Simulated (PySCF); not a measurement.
Compound: CH₃Cl₅Si₂.
Cartesian coordinates in Å at the PBE0-D3(BJ)/def2-SVP level; atoms count from 1:
```
atom  x, y, z in Å
C1    -2.020   -0.212    0.131
Si2   -0.750    1.132   -0.005
Cl3   -1.044    2.213   -1.736
Cl4   -0.860    2.407    1.613
Si5    1.410    0.273   -0.095
Cl6    1.832   -0.679    1.678
Cl7    1.464   -1.129   -1.601
Cl8    2.827    1.705   -0.458
H9    -1.851   -0.799    1.047
H10   -3.031    0.221    0.164
H11   -1.943   -0.880   -0.741
```

Computed, not measured: PBE0-D3(BJ)/def2-SVP geometry optimisation, gas phase (PySCF 2.14.0).

Take the most abundant isotopes and a rigid rotor. 

(1) What are A, B and C (MHz)?

(2) Classify the top.

(3) What does the inertial defect say?

(4) Give the other two planar moments, Paa and Pbb, and the rms extents of the mass along the axes.

(5) Predict some low-J microwave lines.

Results:

(1) Ia = 688.17, Ib = 1022.48, Ic = 1120.18 u·Å²; 505379 MHz·u·Å²/I gives A = 734.4, B = 494.3, C = 451.2 MHz.

(2) An asymmetric top: κ = (2 × 494.3 − 734.4 − 451.2)/(734.4 − 451.2) = -0.70.

(3) Not planar: Δ = Ic − Ia − Ib = -590.46 u·Å². For a rigid frame Δ = −2 Σ m c², so Σ m c² = 295.23 u·Å² lies off the ab plane: 20.72 from hydrogen and 274.51 from heavier atoms. The atom farthest from that plane is 2.71 Å away.

(4) Paa = Σ m a² = (Ib + Ic − Ia)/2 = 727.25 and Pbb = Σ m b² = (Ia + Ic − Ib)/2 = 392.94 u·Å². With the mass M = 245.82 u, the rms extents √(P/M) along a, b and c are 1.72, 1.26, 1.10 Å.

(5) The dipole components are |μa| = 0.70 D, |μb| = 0.03 D, |μc| = 1.89 D. The squared components, which scale the intensities, stand as 0.14 : 0.00 : 1.00 (a : b : c). Some lines, for components of 0.1 D or more:

```csv
type,branch,"J(Ka,Kc)",MHz,lower level (cm⁻¹)
c,Q,"5(2,4) ← 5(1,4)",489,0.491
c,Q,"4(2,3) ← 4(1,3)",581,0.331
a,Q,"5(1,4) ← 5(1,5)",635,0.470
c,Q,"5(4,2) ← 5(3,2)",1809,0.553
c,Q,"4(4,1) ← 4(3,1)",1820,0.394
a,R,"2(1,1) ← 1(1,0)",1934,0.041
c,Q,"5(5,1) ← 5(4,1)",2344,0.613
a,R,"3(2,2) ← 2(2,1)",2836,0.130
c,R,"4(2,2) ← 3(1,2)",4512,0.202
a,R,"5(0,5) ← 4(0,4)",4639,0.313
c,R,"4(4,1) ← 3(3,1)",5614,0.268
```

No frequency check. Constants of a rigid frame at the computed geometry: no zero-point averaging, no centrifugal distortion. A rigid rotor knows nothing of internal rotation, which can split or shift real lines. Quadrupole hyperfine structure (35Cl) is left out.

Hardware: one thread, x86-64 server, no GPU, shared host. Cost: 47 s wall. These figures are those of the optimisation.
